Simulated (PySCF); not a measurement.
# F²⁺ (fluorine, charge +2) across methods

[He] 2s1 2p3 3d1, high-spin 6D determinant (an excited configuration). Calculation: PySCF 2.14, in aug-cc-pVQZ with one added diffuse shell each of s, p, d, f, g type (7s6p5d4f3g, 105 functions); the non-relativistic Hamiltonian (point nucleus).

| method | E (hartree) | mean ε 2s α (eV) | mean ε 2p α (eV) | mean ε 3d α (eV) | Σ⟨r²⟩ (bohr²) | ⟨S²⟩ |
| --- | --- | --- | --- | --- | --- | --- |
| TPSSh | -95.7381 | -86.612 | -67.156 | -12.693 | 14.48 | 8.750 |
| UHF | -95.59654 | -103.07 | -79.318 | -14.463 | 15.15 | 8.750 |
| TPSS | -95.7419 | -84.751 | -65.761 | -12.477 | 14.44 | 8.750 |
| LDA | -95.0709 | -83.288 | -65.414 | -12.347 | 14.40 | 8.750 |
| PBE0 | -95.6644 | -88.802 | -69.081 | -13.096 | 14.57 | 8.750 |
| PBE | -95.6476 | -83.902 | -65.503 | -12.544 | 14.44 | 8.750 |
| r2SCAN | -95.7340 | -86.580 | -66.970 | -12.421 | 14.60 | 8.750 |
| M06-L | -95.7498 | -86.897 | -66.779 | -12.575 | 14.49 | 8.750 |
| wB97X-V | -95.6906 | -90.697 | -71.129 | -14.772 | 14.46 | 8.750 |

The outer electron is Rydberg-like, and this basis confines it to a smaller radius and binds it less than a complete one would.
